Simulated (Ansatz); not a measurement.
`[SiH3]N[SiH2]S`, charge 0, multiplicity 1.

(1) Give a relaxed structure at PBE0-D4/def2-TZVP (the Gaussian-basis code of Ansatz). (Estimate.)

Answers

(1) Computed: 
Z-matrix (Å, degrees):
```
Si
N 1 1.729
H 1 1.483 2 107.3
H 1 1.488 2 111.1 3 119.9
H 1 1.488 2 112.0 3 -120.0
Si 2 1.718 1 128.9 3 3.4
H 2 1.012 1 115.8 3 -173.5
S 6 2.138 2 113.6 1 -119.4
H 6 1.482 2 106.0 1 3.5
H 6 1.484 2 112.7 1 125.3
H 8 1.344 6 94.8 2 61.4
```
This is one stationary point; other conformers may exist.
